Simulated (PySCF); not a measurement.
Ge(H)4 cation (GeH4), SMILES [GeH4] (connectivity only; charge and spin as stated), charge +1, multiplicity 2. Atoms are numbered in the order given.

```xyz
5

Ge     0.0000     0.0000     0.0000
H      1.0326    -1.0326    -0.5727
H      1.0326     1.0326     0.5727
H     -1.0326    -1.0326     0.5727
H     -1.0326     1.0326    -0.5727
```
Charge +1, spin multiplicity 2.

Geometry optimised at B3LYP-D3(BJ)/def2-TZVPD. The geometry has at least one imaginary mode, so it is a saddle point at that level. The spin state was assumed, not searched. The isomer is the one that the SMILES or the coordinates give; other isomers of the formula were not compared.

The numbers are results of PBE/def2-TZVPD run with PySCF, not measurements.

Mulliken values depend strongly on the basis, most of all with diffuse functions as here. ESP charges are fitted to the potential on shells at 1.4 to 2.0 van der Waals radii. Atomic charges (e):

```
atom  Mulliken  ESP fit  Mulliken spin
----  --------  -------  -------------
Ge1       0.13        …           0.33
H2        0.22        …           0.17
H3        0.22        …           0.17
H4        0.22        …           0.17
H5        0.22        …           0.17
```

### Question
Complete the blanks. (An estimate is asked for; the answer gives what the named calculation found.)

### Answer

- Ge1, ESP fit: 0.45
- H2, ESP fit: 0.14
- H3, ESP fit: 0.14
- H4, ESP fit: 0.14
- H5, ESP fit: 0.14
